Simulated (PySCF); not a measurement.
Electron correlation in Si⁺ (silicon, charge +1)

[Ne] 3s2 3p1, 2P determinant. Calculation: PySCF 2.14, in x2c-SVPall (4s3p1d, 18 functions); scalar relativity by spin-free X2C-1e. Frozen: [Ne]; 3 electrons correlated.

MP2 pair energies summed by pair of shells (mhartree):

```json
{"pair": "3s-3s", "energy": "-20.77", "share (%)": "59.0"}
{"pair": "3s-3p", "energy": "-14.44", "share (%)": "41.0"}
```

Total MP2 correlation energy: -35.21 mhartree.

Same-spin part -2.15 and opposite-spin part -33.06 mhartree; SCS-MP2 scales them by 1/3 and 6/5 to -40.39 mhartree.

```json
{"level": "CCSD", "correlation energy (mhartree)": "-52.92"}
{"level": "(T)", "correlation energy (mhartree)": "-0.66"}
{"level": "CCSD(T)", "correlation energy (mhartree)": "-53.58"}
```

Diagnostics: T1 = 0.011, D1 = 0.0254, largest double amplitude 0.111.

Cost of the coupled-cluster step: 0.1 s of wall time on 1 thread of Intel(R) Xeon(R) Platinum 8375C CPU @ 2.90GHz (shared host), for 3 correlated electrons.

Iterations:

```
CC2 = 0
CCSD nocc = (np.int64(2), np.int64(1)), nmo = (13, 13)
frozen orbitals [[0, 1, 2, 3, 4], [0, 1, 2, 3, 4]]
max_cycle = 100
direct = 0
conv_tol = 1e-08
conv_tol_normt = 1e-06
diis_space = 8
diis_start_cycle = 0
Init t2, MP2 energy = -0.0352118645095423
Init E_corr(UCCSD) = -0.0352118645098651
cycle = 1  E_corr(UCCSD) = -0.0463426745619551  dE = -0.0111308101  norm(t1,t2) = 0.0548484
cycle = 2  E_corr(UCCSD) = -0.0502116450699582  dE = -0.00386897051  norm(t1,t2) = 0.0231882
cycle = 3  E_corr(UCCSD) = -0.0529184972209302  dE = -0.00270685215  norm(t1,t2) = 0.0106925
cycle = 4  E_corr(UCCSD) = -0.0528994906645705  dE = 1.90065564e-05  norm(t1,t2) = 0.00130608
cycle = 5  E_corr(UCCSD) = -0.0529203695812405  dE = -2.08789167e-05  norm(t1,t2) = 0.000167737
cycle = 6  E_corr(UCCSD) = -0.0529133617091267  dE = 7.00787211e-06  norm(t1,t2) = 2.90575e-05
cycle = 7  E_corr(UCCSD) = -0.0529158623546368  dE = -2.50064551e-06  norm(t1,t2) = 8.18057e-06
cycle = 8  E_corr(UCCSD) = -0.0529152717826162  dE = 5.90572021e-07  norm(t1,t2) = 2.03424e-06
cycle = 9  E_corr(UCCSD) = -0.0529153215557008  dE = -4.97730846e-08  norm(t1,t2) = 2.3069e-07
cycle = 10  E_corr(UCCSD) = -0.0529153165431616  dE = 5.01253922e-09  norm(t1,t2) = 3.35668e-08
UCCSD converged
E(UCCSD) = -289.1205053227765  E_corr = -0.05291531654316156
UCCSD(T) correction = -0.000656990065175495
```
